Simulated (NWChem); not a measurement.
Species: NH3SeO; SMILES O[Se]N

```xyz
6

Se     0.4125    -0.0086    -0.0337
O     -0.6430    -1.5243    -0.1078
H     -0.8007    -1.7798     0.8172
N     -0.7424     1.4134     0.0084
H     -1.3140     1.4614     0.8469
H     -1.3147     1.4908    -0.8278
```
Atoms are numbered in this order, from 1.

Results from NWChem. All runs use the structure optimised with B3LYP/6-31G* (spherical d). GIAO values for the isolated, static molecule; σ is the absolute isotropic shielding, δ = σ(reference) − σ with the isolated reference molecule computed at the same levels (1H: tetramethylsilane, 15N: ammonia, 17O: water). Spin-orbit effects, on the heavy nuclei and on their neighbours, are missing.

For level PBE/pcSseg-1:

```
Property     Value
-----------  -----
σ Se1 (ppm)   54.5
δ O2 (ppm)   102.6
δ N4 (ppm)    98.2
```

Q: How do the values read with level KT2/pcSseg-1 instead?

A: σ Se1 (ppm): 138.0
δ O2 (ppm): 99.3
δ N4 (ppm): 93.5
